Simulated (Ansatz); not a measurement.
Two structures of Si2H5Cl2OF3, singlet, reached by relaxing down either side of one saddle point (PBE0-D4/def2-TZVP). Energies are electronic, without zero-point energy. Computed with Ansatz 0.2.0 (basis: def2-TZVPP and def2-QZVPP); correlated methods freeze the cores. Extrapolation: Hartree–Fock as exp(−7.88 √X), correlation as X^−2.97. First:

```csv
atom,x (Å),y (Å),z (Å)
Si1,-1.4771,0.7386,0.6801
O2,-0.4949,-0.0076,-0.3641
Si3,0.5950,0.4442,-1.5621
F4,-1.7436,-0.2547,1.8638
F5,-2.8533,1.0391,-0.0158
Cl6,-0.6997,2.4579,1.3592
H7,1.6475,-1.5062,1.4023
Cl8,2.3047,-0.4393,1.7136
H9,-0.1557,-1.6753,0.1289
F10,0.2446,-2.4575,0.4563
H11,1.3813,1.6024,-1.0889
H12,1.4396,-0.7420,-1.8059
H13,-0.1884,0.8005,-2.7674
```

Second:

Si1  (-0.711, 0.788, 1.041)
O2  (0.213, -0.113, -0.195)
Si3  (-0.289, -0.178, -1.861)
F4  (-1.642, 1.194, -0.260)
F5  (-0.348, 2.295, 1.375)
Cl6  (-2.210, -0.184, 2.024)
H7  (1.979, -1.077, 1.482)
Cl8  (0.837, 0.134, 2.508)
H9  (1.009, -0.662, 0.056)
F10  (2.199, -1.473, 0.635)
H11  (-0.196, 1.165, -2.453)
H12  (0.767, -1.066, -2.401)
H13  (-1.608, -0.822, -1.951)
(Å)

(1) Which bonds change from the first to the second?

(2) Give the saddle point's structure and its height above each. (To be estimated.)

The T1 diagnostic stays at or below 0.011.

## Answers

(1) Si₂H₃ClOF₂ ([F][Si]([F])([Cl])[O][SiH3]) + HCl + HF → SiCl₂F₂ ([F][Si]([F])([Cl])[Cl]) + SiH₄O ([OH][SiH3]) + HF (still joined by a long Si–O bond); bonds formed: Si1–Cl8, O2–H9, H7–F10; bonds broken: H7–Cl8, H9–F10; bonds weakened to dative contacts: Si1–O2.

(2) By the calculation: 109.5 kJ/mol above the first and 32.9 kJ/mol above the second (CCSD(T) at an estimated basis limit (MP2 extrapolated from triple and quadruple zeta, plus CCSD(T) − MP2 in triple zeta)).
```
13
angstrom
Si -0.7558 0.7717 0.9340
O 0.1620 -0.1163 -0.2004
Si -0.2416 -0.1886 -1.8744
F -1.7858 1.2393 -0.2256
F -0.2528 2.2064 1.3476
Cl -2.0545 -0.2476 2.0996
H 1.7432 -0.8622 1.5587
Cl 1.0536 0.0820 2.5598
H 1.0688 -0.7836 0.1070
F 1.9530 -1.3876 0.5625
H -0.1580 1.1665 -2.4461
H 0.8330 -1.0620 -2.3949
H -1.5650 -0.8178 -2.0279
```

Labels in which every atom is bracketed show which atoms are joined, not bond orders.

For scale, one of the runs: CCSD(T)/def2-TZVPP, 362 basis functions, launched by `ansatz run in.yaml --threads 4 --pin off --events-out ev --progress --plain --max-ram 46080MiB --backend cuda --devices 0, --max-vram 37GiB`. Hardware: 4 CPU threads of an AMD EPYC 7R13 and a share of one NVIDIA H100, shared host. Wall time 15 s; peak host memory 0.9 GiB.
